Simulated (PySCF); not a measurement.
C3H4BF, singlet, geometry from GFN2-xTB. Base run: B3LYP/6-31G* (PySCF).

The PySCF input:
```python
from pyscf import gto, scf, dft, solvent

mol = gto.Mole()
mol.atom = '''
    B     0.365949    0.211401    0.042577
    C    -1.017286   -0.348152   -0.237303
    C    -2.111347   -0.803748   -0.450122
    H    -3.067399   -1.201720   -0.635749
    F     0.680906    1.392759   -0.470161
    C     1.445892   -0.550099    0.906559
    H     1.834798    0.096538    1.691454
    H     2.299464   -0.814562    0.283064
    H     1.071682   -1.460096    1.364993
'''
mol.basis = '6-31g*'
mol.charge = 0
mol.spin = 0
mol.verbose = 3
mol.build()

mf = dft.RKS(mol)
mf.xc = 'b3lyp'
mf.kernel()
mf.analyze()
```

Base: dipole (D) 1.29; HOMO-LUMO gap (eV) 6.50.

A changed run: ΔE vs base (kJ/mol) -9.28; dipole (D) 1.48; HOMO-LUMO gap (eV) 6.55.

Problem. Which change was made?
A) model = IEF-PCM; solvent = acetonitrile
B) model = IEF-PCM; solvent = dimethylsulfoxide
C) model = IEF-PCM; solvent = chloroform; vdw_scale = 1.1
D) model = IEF-PCM; solvent = chloroform; vdw_scale = 1.0
E) model = C-PCM; solvent = chloroform

Solution. E, model = C-PCM; solvent = chloroform

The base is the gas phase, so ΔE is the electrostatic part of solvation at a fixed geometry, without cavity and dispersion terms.
